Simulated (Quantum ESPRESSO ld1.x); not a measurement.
W4+, configuration [Xe] 4f14 5d2. Method: non-relativistic Kohn-Sham, LDA (Slater exchange, Perdew-Zunger correlation), spin-unpolarised, spherical densities, point nucleus; relativity is left out, which matters for an element this heavy; computed with ld1.x of Quantum ESPRESSO 7.5.

Normalised radial functions P(r) = r R(r), r in bohr:

r               4s       5s       5p
0.0006782   0.0622   0.0262   0.0004
0.0009191   0.0827   0.0349   0.0007
0.001236    0.1086   0.0458   0.0012
0.001675    0.1423   0.0600   0.0021
0.00227     0.1843   0.0777   0.0038
0.003076    0.2344   0.0989   0.0068
0.004136    0.2894   0.1221   0.0119
0.005605    0.3471   0.1464   0.0206
0.007597    0.3953   0.1667   0.0351
0.0103      0.4150   0.1749   0.0582
0.01384     0.3803   0.1601   0.0918
0.01876     0.2577   0.1082   0.1391
0.02542     0.0260   0.0102   0.1951
0.03446    -0.2927  -0.1244   0.2440
0.04633    -0.5846  -0.2468   0.2528
0.06278    -0.6668  -0.2787   0.1772
0.08509    -0.3284  -0.1309  -0.0093
0.1153      0.3850   0.1727  -0.2495
0.155       0.9572   0.4009  -0.3667
0.2101      0.7238   0.2606  -0.1794
0.2848     -0.4217  -0.2537   0.2645
0.3859     -1.5170  -0.6023   0.5460
0.5189     -1.6127  -0.2741   0.2825
0.7032     -0.9347   0.5340  -0.4057
0.9531     -0.3049   1.0784  -0.9586
1.292      -0.0519   0.9711  -0.9883
1.737      -0.0043   0.5231  -0.6327
2.354      -0.0001   0.1610  -0.2473
3.19       0.0000   0.0254  -0.0538
4.323      0.0000   0.0017  -0.0055
5.812      0.0000   0.0000  -0.0002
7.877      0.0000   0.0000  0.0000

4s: eigenvalue -521.44 eV, 3 radial nodes at r = 0.0261, 0.0990, 0.258 bohr, <r> = 0.490 bohr, 90 % of the charge inside 0.703 bohr. 5s: eigenvalue -107.50 eV, 4 radial nodes at r = 0.0261, 0.0980, 0.248, 0.579 bohr, <r> = 1.15 bohr, 90 % of the charge inside 1.65 bohr. 5p: eigenvalue -82.716 eV, 3 radial nodes at r = 0.0841, 0.240, 0.594 bohr, <r> = 1.26 bohr, 90 % of the charge inside 1.83 bohr.
